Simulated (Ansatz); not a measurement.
Molecule: InH₂, net charge 0, doublet state. 
Structure (B3LYP-D3(BJ)/def2-TZVP (Ansatz, a program for electronic structure) minimum search):
SMILES: [InH2]
```xyz
3

In     0.0317     0.0067     0.0127
H     -0.4970    -1.6709    -0.2106
H     -1.0571     1.3408    -0.4101
```
Charge 0, spin multiplicity 2.

Basis-set convergence of Hartree-Fock and CCSD correlation energies (hartree) with Ansatz. Cores are frozen in the correlated levels unless marked. UHF or UKS for open shells. Spin-orbit coupling is left out. Frozen are the shells of the preceding noble gas and the d and f shells that filled before the atom's block. In def2 rows, elements after Kr have scalar-relativistic effective core potentials.

| basis | functions | E(HF) | E(corr, CCSD) |
|---|---|---|---|
| def2-SVP | 36 | -190.31816 | -0.06895 |
| def2-TZVPP | 78 | -190.32566 | -0.08085 |
| def2-QZVPP | 142 | -190.32704 | -0.08377 |

Extrapolating the two largest sets (X = 3 and 4) as X^-3: E(corr) = (64·(-0.08377) - 27·(-0.08085))/37 = -0.0859 Eh, an estimate of the basis-set limit. The largest set recovers 97.5 % of it, the smallest 80.3 %.
